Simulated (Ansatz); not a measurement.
# Si2H4F2 (SMILES F[SiH2][SiH2]F): methods side by side

Si2H4F2 has 8 atoms, charge 0, and is taken as a singlet. As SMILES, `F[SiH2][SiH2]F`. The shape was relaxed beforehand at PBE0/def2-SVP. This is one conformer, not always the lowest.

| atom | x (Å) | y (Å) | z (Å) |
| --- | --- | --- | --- |
| F | -1.9584 | 1.1835 | -0.2492 |
| Si | -0.3503 | 1.1290 | 0.0146 |
| Si | 0.3602 | -1.1075 | 0.0515 |
| F | 0.3009 | -1.7209 | -1.4581 |
| H | 0.3324 | 1.9039 | -1.0615 |
| H | -0.0715 | 1.7620 | 1.3387 |
| H | 1.7745 | -1.1729 | 0.5280 |
| H | -0.5026 | -1.9428 | 0.9360 |

Each level gives the dissociation energy of the Si3–Si2 bond into doublet SiH2F and doublet SiH2F (shapes relaxed at PBE0/def2-SVP, no zero-point term) (eV). The values are calculated.

| level | kind | program | value (eV) | less CCSD(T)/def2-SVP | CPU time (all runs) |
| --- | --- | --- | --- | --- | --- |
| HF/def2-SVP | Hartree–Fock | Ansatz | 2.59 | -0.65 | 2 s |
| SVWN5/def2-SVP | LDA | Ansatz | 3.72 | +0.48 | 2.9 s |
| PBE/def2-SVP | GGA | Ansatz | 3.27 | +0.03 | 5 s |
| B3LYP/def2-SVP | global hybrid | Ansatz | 3.23 | -0.01 | 7.2 s |
| wB97M-V/def2-SVP | range-separated hybrid | Ansatz | 3.53 | +0.29 | 38 s |
| B2PLYP/def2-SVP | double hybrid | Ansatz | 3.27 | +0.03 | 9.8 s |
| RPA@PBE/def2-SVP | RPA | Ansatz | 3.15 | -0.09 | 8.4 s |
| MP2/def2-SVP | perturbation theory | Ansatz | 3.22 | -0.02 | 2.5 s |
| CCSD(T)/def2-SVP | coupled cluster or CI | Ansatz | 3.24 | 0.00 | 13 s |

CCSD(T)/def2-SVP is the highest level here, not the true value. The values span 2.59 to 3.72 eV. Hartree–Fock misses the correlation of the electron pair that is broken and comes out low. Measured bond enthalpies also hold zero-point and thermal terms, a few tenths of an eV less. Times are those of the runs behind each value, whatever else they computed, on shared processors of several kinds: orders of magnitude only.
